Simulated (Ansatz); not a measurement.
C4H8Sn (`CC1=C[CH]1[SnH3]`), relaxed with RKS PBE-D4/def2-SVP in Ansatz from a rough embedded geometry. The force threshold is 0.03 eV/Å; the program also tests the step.

The species carries charge 0 and has multiplicity 1. Sn: def2 effective core potential.

Start:

```xyz
13

C    -0.349    0.360    1.980
C    -0.049    0.671    0.618
C     0.804    1.270   -0.347
C    -0.329    0.617   -0.819
Sn    0.100   -1.369   -1.565
H    -0.544    1.331    2.594
H    -1.318   -0.213    2.046
H     0.427   -0.182    2.461
H     1.728    1.898   -0.614
H    -1.152    1.229   -1.093
H    -1.254   -2.399   -1.302
H     1.513   -1.999   -0.738
H     0.423   -1.215   -3.219
```

```json
{"step": "1", "energy (eV)": "-10096.3669", "largest force (eV/Å)": "4.811", "largest move (Å)": "0.000"}
{"step": "2", "energy (eV)": "-10097.4419", "largest force (eV/Å)": "2.020", "largest move (Å)": "0.195"}
{"step": "3", "energy (eV)": "-10097.5769", "largest force (eV/Å)": "0.598", "largest move (Å)": "0.113"}
{"step": "4", "energy (eV)": "-10097.5900", "largest force (eV/Å)": "0.223", "largest move (Å)": "0.041"}
{"step": "5", "energy (eV)": "-10097.5942", "largest force (eV/Å)": "0.094", "largest move (Å)": "0.050"}
{"step": "6", "energy (eV)": "-10097.5966", "largest force (eV/Å)": "0.037", "largest move (Å)": "0.063"}
{"step": "7", "energy (eV)": "-10097.5980", "largest force (eV/Å)": "0.039", "largest move (Å)": "0.054"}
{"step": "8", "energy (eV)": "-10097.5985", "largest force (eV/Å)": "0.254", "largest move (Å)": "0.136"}
{"step": "9", "energy (eV)": "-10097.6037", "largest force (eV/Å)": "0.161", "largest move (Å)": "0.043"}
{"step": "10", "energy (eV)": "-10097.6200", "largest force (eV/Å)": "0.166", "largest move (Å)": "0.200"}
{"step": "11 (rejected)", "energy (eV)": "-10097.6159", "largest force (eV/Å)": "0.638", "largest move (Å)": "0.197"}
{"step": "12", "energy (eV)": "-10097.6300", "largest force (eV/Å)": "0.082", "largest move (Å)": "0.098"}
{"step": "13", "energy (eV)": "-10097.6380", "largest force (eV/Å)": "0.160", "largest move (Å)": "0.098"}
{"step": "14", "energy (eV)": "-10097.6380", "largest force (eV/Å)": "0.456", "largest move (Å)": "0.148"}
{"step": "15", "energy (eV)": "-10097.6553", "largest force (eV/Å)": "0.069", "largest move (Å)": "0.124"}
{"step": "16", "energy (eV)": "-10097.6565", "largest force (eV/Å)": "0.104", "largest move (Å)": "0.068"}
{"step": "17", "energy (eV)": "-10097.6577", "largest force (eV/Å)": "0.036", "largest move (Å)": "0.026"}
{"step": "18", "energy (eV)": "-10097.6578", "largest force (eV/Å)": "0.028", "largest move (Å)": "0.020"}
```

End:

```xyz
13

C    -0.334    0.492    2.072
C    -0.013    0.818    0.673
C     0.674    1.448   -0.248
C    -0.368    0.472   -0.761
Sn    0.174   -1.450   -1.656
H     0.272    1.082    2.789
H    -1.411    0.672    2.279
H    -0.157   -0.590    2.262
H     1.456    2.158   -0.538
H    -1.316    0.878   -1.182
H    -1.124   -2.600   -1.568
H     1.535   -2.093   -0.792
H     0.611   -1.289   -3.328
```

It took 35 s on 2 threads of an AMD EPYC 7R13 on a shared host, with 0.18 GiB of host memory at the peak.
